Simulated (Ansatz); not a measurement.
```yaml
crystal:
  periodic: [false, false, false]
  atoms:
    - {symbol: C, position_ang: [-1.362168, 1.133127, 0.170901]}
    - {symbol: C, position_ang: [-0.345935, 0.299956, 0.000537]}
    - {symbol: C, position_ang: [0.452135, -0.638674, 0.893873]}
    - {symbol: B, position_ang: [1.232314, -0.937322, -0.468030]}
    - {symbol: N, position_ang: [0.398131, -0.026902, -1.146945]}
    - {symbol: H, position_ang: [-1.808884, 1.249353, 1.148955]}
    - {symbol: H, position_ang: [-1.769164, 1.712843, -0.649299]}
    - {symbol: H, position_ang: [-0.135993, -1.449630, 1.328021]}
    - {symbol: H, position_ang: [1.001937, -0.135803, 1.691910]}
    - {symbol: H, position_ang: [2.132081, -1.604405, -0.873227]}
    - {symbol: H, position_ang: [0.270844, 0.340557, -2.076094]}
basis:
  gaussian: {orbitals: def2-TZVPPP, final_grid: {core_spheres: 5, valence_spheres: 4, degree: 11}, nuclear_model: gaussian, point_charges: [{charge: 0.50, position_ang: [7.121, 0.872, 0.148]}]}
total_charge: -1
magnetization: {spin_polarized: true, initial_magnetization: 1}
hamiltonian: {xc: {name: PBE-QIDH}}
accuracy: high
scf: {lower_state_search: full}
output: {forces: true}
```

```sh
$ ansatz run in.yaml --threads 2 --pin off --events-out ev --progress --plain --max-ram 4352MiB
```

Problem. How does Ansatz answer? (Estimate.)

Solution. Computed: The program refused the input.
```
Error: <dir> can't be read: No such file or directory (os error 2)
```
